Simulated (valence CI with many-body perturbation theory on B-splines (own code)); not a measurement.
**Kr31+: magnetic and hyperfine properties of the levels**

Calculated by valence CI with perturbative core correlation (CI+MBPT): three valence electrons over a frozen Dirac-Fock core [He], a basis of 11 s, 11 p, 10 d, 8 f, 5 g, 2 h functions for each j, with the one-electron correlation potential Σ1, the two-electron term Σ2, the three-electron term Σ3, Breit, model QED; selected CI, second order for the rest, scaled by the run's own slope (own B-spline code, finite nucleus).

No measured spectrum was set against this ion. As an estimate, large intervals hold to a few tenths of a per cent, small ones and those within an open d or f shell to about a per cent.

A/g_I is the dipole constant over the nuclear g factor μ/I (μ in nuclear magnetons, uniformly magnetised nucleus), B/Q the quadrupole constant per barn. Both hold the static response of the core; the bare values leave it out. Large factors of s and p1/2 electrons are usually good to 5 to 10 %; those of open d and f shells near neutrality can be off by tens of per cent, and small factors of p3/2, d and f electrons come from cancelling terms and can be off by a factor of two or in sign, in half-filled shells by more. B is blank for J = 1/2, where it vanishes, and for nearly pure S terms. Energies count from the lowest level.

Levels are named by their leading jj configuration (3d3/2^4 stands for four electrons in 3d with j = 3/2), which in mixed levels can hold well under half, so a name can repeat and another be missing. Letters in brackets count levels of one name in rising energy.

| Level | E (× 10³ cm⁻¹) | g | A/g_I (MHz) | A/g_I bare | B/Q (MHz/b) | B/Q bare |
| --- | --- | --- | --- | --- | --- | --- |
| (2s^2 2p1/2) J=1/2 | 0.00 | 0.655 | 477000 | 472000 |  |  |
| (2s^2 2p3/2) J=3/2 | 492.46 | 1.326 | 84600 | 87900 | 157000 | 157000 |
| (2s 2p1/2^2) J=1/2 | 697.86 | 2.489 | 1180000 | 1160000 |  |  |
| (2s 2p1/2 2p3/2) J=3/2 [a] | 1013.6 | 1.704 | 383000 | 381000 | 126000 | 126000 |
| (2s 2p1/2 2p3/2) J=5/2 | 1154.2 | 1.472 | 422000 | 420000 | -23000 | -23000 |
| (2s 2p1/2 2p3/2) J=3/2 [b] | 1429.7 | 0.892 | -20200 | -14900 | 158000 | 158000 |
| (2s 2p1/2 2p3/2) J=1/2 | 1503.9 | 1.099 | -93100 | -88000 |  |  |
| (2s 2p3/2^2) J=5/2 | 1670.7 | 1.313 | 387000 | 383000 | 180000 | 181000 |
| (2s 2p3/2^2) J=1/2 | 2029.4 | 1.724 | 1390000 | 1360000 |  |  |
| (2s 2p3/2^2) J=3/2 | 2040.2 | 1.249 | -161000 | -150000 | -95700 | -96000 |
| (2p1/2^2 2p3/2) J=3/2 | 2256.8 | 1.560 | 51100 | 61000 | 99700 | 100000 |
| (2p1/2 2p3/2^2) J=3/2 | 2634.7 | 1.294 | 18300 | 24000 | 71000 | 71200 |
| (2p1/2 2p3/2^2) J=5/2 | 2732.6 | 1.192 | 158000 | 161000 | -989 | -992 |
| (2p1/2 2p3/2^2) J=1/2 | 2933.4 | 0.655 | 478000 | 471000 |  |  |
| (2p3/2^3) J=3/2 | 3309.3 | 1.258 | 84000 | 88800 | -169000 | -169000 |
| (2s^2 3s) J=1/2 | 16933 | 1.998 | 433000 | 427000 |  |  |
| (2s^2 3p1/2) J=1/2 | 17203 | 0.668 | 131000 | 130000 |  |  |
| (2s^2 3p3/2) J=3/2 | 17341 | 1.338 | 67600 | 67800 | 46300 | 46400 |
| (2s 2p1/2 3s) J=1/2 [a] | 17464 | 2.505 | 883000 | 868000 |  |  |
| (2s 2p1/2 3s) J=3/2 | 17547 | 1.637 | 702000 | 692000 | -71500 | -71700 |
| (2s^2 3d3/2) J=3/2 | 17579 | 0.798 | 22000 | 21800 | 9050 | 9180 |
| (2s^2 3d5/2) J=5/2 | 17622 | 1.198 | 7750 | 7730 | 12200 | 12400 |
| (2s 2p1/2 3s) J=1/2 [b] | 17636 | 0.741 | 590000 | 583000 |  |  |
| (2s 2p1/2 3p1/2) J=1/2 [a] | 17696 | 0.220 | -102000 | -98900 |  |  |
| (2s 2p1/2 3p1/2) J=3/2 | 17771 | 1.199 | 616000 | 607000 | -58200 | -58300 |
| (2s 2p1/2 3p3/2) J=3/2 [a] | 17887 | 1.445 | 114000 | 113000 | 32900 | 33000 |
| (2s 2p1/2 3p1/2) J=1/2 [b] | 17891 | 2.156 | 1350000 | 1330000 |  |  |
| (2s 2p3/2 3s) J=5/2 | 17945 | 1.592 | 435000 | 431000 | 158000 | 159000 |
| (2s 2p1/2 3p3/2) J=1/2 | 17947 | 1.141 | -532000 | -523000 |  |  |
| (2s 2p1/2 3p3/2) J=5/2 | 17955 | 1.375 | 365000 | 360000 | -11100 | -11100 |
| (2s 2p1/2 3p3/2) J=3/2 [b] | 17990 | 1.232 | 201000 | 200000 | 52400 | 52600 |
| (2s 2p3/2 3s) J=3/2 [a] | 18048 | 1.361 | 456000 | 452000 | 119000 | 119000 |
| (2s 2p1/2 3d3/2) J=3/2 [a] | 18051 | 0.530 | -127000 | -124000 | 19500 | 19700 |
| (2s 2p1/2 3d3/2) J=5/2 | 18109 | 1.089 | 190000 | 187000 | -14900 | -14800 |
| (2s 2p1/2 3d5/2) J=5/2 [a] | 18167 | 1.364 | 249000 | 244000 | -295 | -192 |
| (2s 2p1/2 3d3/2) J=3/2 [b] | 18193 | 1.306 | 157000 | 154000 | 28300 | 28400 |
| (2s 2p1/2 3d3/2) J=1/2 | 18197 | 0.319 | -565000 | -557000 |  |  |
| (2s 2p1/2 3d5/2) J=7/2 | 18201 | 1.269 | 257000 | 254000 | -50500 | -50500 |
| (2s 2p3/2 3p1/2) J=3/2 [a] | 18249 | 1.594 | 503000 | 499000 | 108000 | 108000 |
| (2s 2p3/2 3p1/2) J=5/2 | 18270 | 1.386 | 379000 | 376000 | 123000 | 124000 |

Question: Take the isotope of mass number 85, with I = 9/2, μ = -1.0055 μN and Q = 0.443 b. What is the hyperfine structure of (2s 2p1/2 2p3/2) J=1/2?

Answer: From the table A = 20800 MHz. Shifts from the centre of gravity in MHz: F = 4: -57200, F = 5: 46800.
